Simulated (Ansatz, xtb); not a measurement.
**Two structures of AlBGeH3**

Structure X is a doublet given by its coordinates and structure Y is a doublet given by its coordinates. Both are isolated molecules in the gas phase, relaxed with B3LYP/6-31G*.

X (Å):

```yaml
atoms:
  - { symbol: Al, position_ang: [-0.2917, -1.8426, -0.4280] }
  - { symbol: B, position_ang: [-1.2841, -0.3141, 0.7109] }
  - { symbol: Ge, position_ang: [-0.0661, -1.4486, 1.9590] }
  - { symbol: H, position_ang: [-1.1144, -0.0214, -0.4841] }
  - { symbol: H, position_ang: [-2.3279, 0.1208, 1.0959] }
  - { symbol: H, position_ang: [0.1348, -1.9012, -1.9564] }
```

Close contacts (Å): Al1–B2 2.15, Al1–Ge3 2.43, B2–Ge3 2.08, Al1–H4 2.00, Al1–H6 1.59, B2–H4 1.24, B2–H5 1.19.

Y (Å):

```xyz
6

Al   -1.4259   -0.0830    0.2653
B     0.6898    0.5451    0.2028
Ge    0.7294   -1.4427    0.7991
H    -0.8112   -1.1463    1.6067
H     1.5435    0.9908   -0.4990
H    -0.1028    1.4181    0.5755
```

Close contacts (Å): Al1–B2 2.21, Al1–Ge3 2.60, B2–Ge3 2.08, Al1–H4 1.82, Al1–H6 2.02, B2–H5 1.19, B2–H6 1.24, Ge3–H4 1.76.

**Question.** Which of the two would you expect CCSD(T)/def2-SVP electronic energies to favour?

**Answer.** Too close to call at this level: CCSD(T)/def2-SVP gives E(Y) − E(X) = −0.033 eV.

How the difference moves with the method:

```
           level      geometry  E(Y) − E(X) (eV)  departure from the last row (eV)  job, with rough time for the two
    B3LYP/6-31G*  B3LYP/6-31G*              −0.040                            −0.007             optimisation, 2.3 min
     HF/def2-SVP  B3LYP/6-31G*              +0.071                            +0.105           part of the CCSD(T) run
    MP2/def2-SVP  B3LYP/6-31G*              +0.054                            +0.087           part of the CCSD(T) run
CCSD(T)/def2-SVP  B3LYP/6-31G*              −0.033                                                  single point, 30 s
```

The largest departure from CCSD(T)/def2-SVP is that of HF/def2-SVP, 0.105 eV. Levels run at GFN2-xTB geometries aren't shown.

With harmonic frequencies from B3LYP/6-31G* (ideal gas, rigid rotor, one conformer each, 298.15 K, 1 atm): on the last row, ΔE + ΔZPE = −0.016, ΔH = −0.028, ΔG = −0.012 eV.

Open shells are spin-unrestricted, with notable spin contamination under HF/def2-SVP, MP2/def2-SVP, CCSD(T)/def2-SVP. The correlated steps freeze 15 core orbitals; the filled d shell of Ge is correlated, in a basis made for valence electrons. Programs: Ansatz 0.2.0; the last row on 1 thread of Arm Neoverse V1 on a shared host.
